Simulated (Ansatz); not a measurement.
One geometry of B(PF3)H3 (BPH₃F₃), several levels of theory.

```yaml
crystal:
  periodic: [false, false, false]
  atoms:
    - {symbol: B, position_ang: [-0.002759, 0.003650, -1.100628]}
    - {symbol: F, position_ang: [-1.400329, 0.078988, 1.494046]}
    - {symbol: F, position_ang: [0.778035, 1.168903, 1.491540]}
    - {symbol: F, position_ang: [0.632703, -1.262617, 1.483853]}
    - {symbol: P, position_ang: [0.001399, -0.002429, 0.743751]}
    - {symbol: H, position_ang: [1.189429, -0.062126, -1.372682]}
    - {symbol: H, position_ang: [-0.541521, 1.070629, -1.366722]}
    - {symbol: H, position_ang: [-0.656936, -0.994999, -1.373158]}
basis:
  gaussian: {orbitals: def2-SVP, initial_orbitals: start.molden}
hamiltonian: {xc: pbe0, dispersion: d4}
scf: {omitted_lower_state_checks: [starts]}
output: {orbitals: {seedname: orbitals}}
```

The file start.molden holds the orbitals of an earlier run on this structure, at another level or in another basis.

```sh
$ ansatz run in.yaml --threads 2 --pin off --events-out ev --progress --plain --max-ram 4352MiB
```

It prints (some lines left out):

```
Functional definition: PBE0
836 factors; integrals over basis functions are off by at most 1.3e-3 eV
mean field evaluation 1: about -18144.0397 eV, gradient 1.2e1 eV
mean field evaluation 2: about -18144.2575 eV, gradient 1.5e-1 eV
mean field evaluation 4: about -18144.3744 eV, gradient 9.5e-4 eV
mean field -18144.37438488 eV, -666.7934599456 hartree, gradient 2.0e-5 eV, S^2 0.000000; 0 other end points of the search recorded, 0 dependent functions left out
reference -18144.37440394 eV, -666.7934606461 hartree; 25, 25 occupied and 64, 64 virtual orbitals, 836 factors
Total energy: -18144.49400526 eV, -666.7978559135 hartree
Checks for a lower state left out: starts
```

It took 1.1 s on 2 threads of Intel Xeon Platinum 8488C on a shared host.

The first input with `gaussian: {orbitals: def2-TZVP, initial_orbitals: start.molden}` (abridged; 2.3 s):

```
Functional definition: PBE0
mean field -18159.26545309 eV, -667.3406966087 hartree, gradient 7.8e-5 eV, S^2 0.000000
Total energy: -18159.38508035 eV, -667.3450928297 hartree
Checks for a lower state left out: starts
```

The first input with `gaussian: {orbitals: def2-TZVP, initial_orbitals: start.molden}`, `correlation: {method: mp2}` and without the key `hamiltonian` (abridged; 2.2 s):

```
Functional definition: HF
mean field -18115.29138609 eV, -665.7246794533 hartree, gradient 5.1e-6 eV, S^2 0.000000
9 core orbitals not correlated: weight in the atoms' cores, before any rotation towards them, 1.000 or more for the frozen orbitals, at most 0.000 for the correlated occupied ones
second order -27.91363506 eV of doubles, -0.00000000 eV of singles
Total energy: -18143.20502115 eV, -666.7504866212 hartree
Checks for a lower state left out: starts
```

Geometry: PBE-D4/def2-SVP.

Correlated methods freeze 9 core orbitals. Another isomer (singlet) lies 1.86 eV lower at PBE0-D4/def2-TZVP; other spin states weren't run for this one.
